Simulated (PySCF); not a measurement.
## Ge: ionisation energy

Ge [Ar] 3d10 4s2 4p2 (3P) → Ge⁺ [Ar] 3d10 4s2 4p1 (2P), as a difference of total energies. Calculation: PySCF 2.14, in dyall-av2z (16s12p8d, 92 functions); the non-relativistic Hamiltonian (point nucleus). Correlated levels: valence: [Ar] 3d10 frozen; virtual orbitals above 40 to 60 times the deepest correlated orbital energy dropped. The calculations carry no spin-orbit coupling.

```tsv
method	ionisation energy (eV)	plus first-order spin-orbit estimate	difference from reference of that sum (eV)
UHF	7.448	7.422	-0.477
MP2 (valence)	7.722	7.696	-0.203
SCS-MP2 (valence)	7.649	7.623	-0.276
CCSD (valence)	7.748	7.722	-0.177
CCSD(T) (valence)	7.762	7.736	-0.163
```

Reference: 7.899 eV (measured; NIST Atomic Spectra Database, ionization energies).

A first-order spin-orbit estimate (lowest level to lowest level, LS coupling) adds -0.026 eV.

These non-relativistic numbers lack the scalar-relativistic shift.

Errors of the correlated levels include the incompleteness of this basis and the frozen core.
